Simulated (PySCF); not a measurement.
# The third ionisation energy along the third row

Calculated with PySCF 2.14 from differences of total energies of unrestricted determinants, without spin-orbit coupling. Values in eV. The last column holds reference values (NIST; (s) semi-empirical, (t) theoretical, else measured). Unmarked ones compare directly (S terms, centres of terms, or small fine structure); those marked * lie between the lowest fine-structure levels and include a spin-orbit shift.

```
                           element               configurations     UHF     PBE    PBE0  r2SCAN  MP2 (valence)  SCS-MP2 (valence)             reference
Al (aug-cc-pVTZ-DK, spin-free X2C)              [Ne] 3s1 → [Ne]  28.087  28.863  28.728  28.427            n/a                n/a                28.448
Si (aug-cc-pVTZ-DK, spin-free X2C)          [Ne] 3s2 → [Ne] 3s1  32.023  33.448  33.310  32.932         32.885             33.057                33.493
 P (aug-cc-pVTZ-DK, spin-free X2C)      [Ne] 3s2 3p1 → [Ne] 3s2  29.566  30.225  30.247  30.356         29.864             29.854              30.203 *
 S (aug-cc-pVTZ-DK, spin-free X2C)  [Ne] 3s2 3p2 → [Ne] 3s2 3p1  34.149  34.825  34.868  35.022         34.626             34.531    34.86 ± 0.04 (s) *
Cl (aug-cc-pVTZ-DK, spin-free X2C)  [Ne] 3s2 3p3 → [Ne] 3s2 3p2  38.963  39.580  39.663  39.831         39.608             39.411     39.8 ± 0.11 (s) *
Ar (aug-cc-pVTZ-DK, spin-free X2C)  [Ne] 3s2 3p4 → [Ne] 3s2 3p3  39.386  40.718  40.719  40.690         40.198             40.285  40.735 ± 0.012 (s) *
```

"Valence" correlates the outer s and p shells and, in groups 3 to 12 and the f block, the outer d or f shell, open or full, or the next shell where the ion has no valence electron left; the wider scheme adds the next inner shell.
